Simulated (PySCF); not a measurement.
Ge(H)2(Br)(OH) (BrGeH₃O), SMILES [GeH2]([OH])[Br]. Atoms are numbered in the order given.

```xyz
6

Ge     0.2920    -0.9344    -0.0031
O      1.9751    -0.6962    -0.4871
Br    -0.7846     1.1112     0.1032
H     -0.3348    -1.7630    -1.1232
H      0.1888    -1.5438     1.4037
H      2.4648    -0.1145     0.1051
```
Charge 0, spin multiplicity 1.

Coordinates come from a PBE0-D3(BJ)/def2-SVP optimisation. One conformer was computed; it need not be the lowest.

Two levels are set side by side: PBE/pcSseg-1 (PySCF) and PBE0/pcSseg-1 (PySCF). GIAO shifts against GeH4 (⁷³Ge), H2O (¹⁷O), TMS (¹H) at the same level; non-relativistic, no solvent, atoms listed together averaged. Without spin–orbit terms, shifts of atoms bonded to Cl or Br come out too high at both levels. Differences are taken from unrounded values.

```json
[
 {"quantity": "δ(⁷³Ge) of Ge1 (ppm)", "PBE0": "361.4"},
 {"quantity": "δ(¹⁷O) of O2 (ppm)", "PBE0": "52.1"},
 {"quantity": "δ(¹H) of H6 (ppm)", "PBE0": "1.43"}
]
```

Q: What does PBE give, and how far is it from PBE0? (An estimate is asked for; the answer gives what the named calculation found.)

A: 
```tsv
quantity	PBE	PBE minus PBE0
δ(⁷³Ge) of Ge1 (ppm)	391.0	29.5
δ(¹⁷O) of O2 (ppm)	70.6	18.5
δ(¹H) of H6 (ppm)	1.46	0.03
```

Rough cost on one machine, each run with all the roots and properties that it gave: PBE0 against PBE within a factor of 2.
